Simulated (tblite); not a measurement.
Species: C5H6O2S.
Numbering: `[CH3:1][C:2]1=[CH:3][CH:4]=[CH:5][S:6]1(=[O:7])=[O:8]` (hydrogens: H9, H10, H11 on C1; H12 on C3; H13 on C4; H14 on C5)

Method: GFN2-xTB as coded in tblite; computed harmonic values from a numerical Hessian at the method's own geometry, unscaled. The method is semi-empirical: single wavenumbers can be off by several per cent or more.

Harmonic wavenumbers (cm⁻¹): 109.6, 114.8, 152.2, 197.7, 251.7, 377.5, 408.5, 467.3, 494.5, 515.8, 610.8, 629.6, 731.9, 778.4, 846.3, 888.8, 973.8, 994.8, 1015.3, 1061.6, 1119.7, 1179.7, 1215.4, 1246.9, 1273.3, 1381.3, 1438.3, 1453.5, 1608.5, 1705.6, 2995.9, 3013.2, 3029.0, 3086.5, 3094.2, 3179.7.

A = 2346, B = 2195, C = 1461 MHz; mass 130.009 u (most abundant isotopes); point group Cs, symmetry number 1.

**Question.** Zero-point energy?

**Answer.** Half the sum of the wavenumbers: 21821 cm⁻¹ = 261.04 kJ/mol.

**Question.** What is S at 200 K and 1 bar for an ideal gas of classical rigid rotors and harmonic oscillators?

**Answer.** Translation 161.26, rotation 112.79, vibration 48.51: S = 322.6 J/(mol K).

**Question.** And Cp and H(200 K) − H(0)?

**Answer.** Cp = 97.73 J/(mol K), of which vibrations give 64.47 (their classical limit is 36 R = 299.3); H(200 K) − H(0) = 12.54 kJ/mol without the zero-point energy, 5.88 from vibrations.

**Question.** How do the functions run with temperature in this model?

**Answer.** 
```json
{"T (K)": "50", "S (J/(mol K))": "231.7", "Cp (J/(mol K))": "44.0", "H − H(0) (kJ/mol)": "1.81", "G − H(0) (kJ/mol)": "-9.78", "ln q(vib)": "0.10"}
{"T (K)": "100", "S (J/(mol K))": "268.3", "Cp (J/(mol K))": "63.0", "H − H(0) (kJ/mol)": "4.50", "G − H(0) (kJ/mol)": "-22.32", "ln q(vib)": "0.66"}
{"T (K)": "298.15", "S (J/(mol K))": "368.0", "Cp (J/(mol K))": "131.8", "H − H(0) (kJ/mol)": "23.81", "G − H(0) (kJ/mol)": "-85.90", "ln q(vib)": "4.09"}
{"T (K)": "373.15", "S (J/(mol K))": "400.2", "Cp (J/(mol K))": "155.7", "H − H(0) (kJ/mol)": "34.61", "G − H(0) (kJ/mol)": "-114.72", "ln q(vib)": "5.52"}
{"T (K)": "500", "S (J/(mol K))": "450.6", "Cp (J/(mol K))": "189.3", "H − H(0) (kJ/mol)": "56.58", "G − H(0) (kJ/mol)": "-168.73", "ln q(vib)": "7.96"}
{"T (K)": "750", "S (J/(mol K))": "536.5", "Cp (J/(mol K))": "233.5", "H − H(0) (kJ/mol)": "109.91", "G − H(0) (kJ/mol)": "-292.48", "ln q(vib)": "12.65"}
{"T (K)": "1000", "S (J/(mol K))": "607.7", "Cp (J/(mol K))": "260.9", "H − H(0) (kJ/mol)": "171.96", "G − H(0) (kJ/mol)": "-435.77", "ln q(vib)": "17.01"}
```

q(vib) and H(0) count from the zero-point level.

**Question.** What must be added to the electronic energy to get the Gibbs energy at 200 K and 1 bar?

**Answer.** ZPE + [H(200 K) − H(0)] − T·S = 261.04 + 12.54 − 64.51 = 209.07 kJ/mol.

**Question.** Which modes carry the vibrational entropy at 200 K?

**Answer.** 109.6 cm⁻¹: 10.50; 114.8 cm⁻¹: 10.14; 152.2 cm⁻¹: 7.96; 197.7 cm⁻¹: 6.05; 251.7 cm⁻¹: 4.43; 377.5 cm⁻¹: 2.17 J/(mol K); the other 30 give 7.25 together.

**Question.** Blend soft modes into free rotors: weight 1/[1 + (100 cm⁻¹/ν̃)⁴] for the oscillator and the rest for a rotor with moment μB/(μ + B), μ = h/(8π²ν), B = 10⁻⁴⁴ kg m². What vibrational entropy results?

**Answer.** 48.37 J/(mol K) in place of 48.51, which changes −T·S at 200 K by +0.03 kJ/mol.

Hindered rotation and anharmonicity are outside this model.

Hardware: one thread, Arm Neoverse V2, no GPU, shared host. This covers the Hessian and the dipole derivatives.
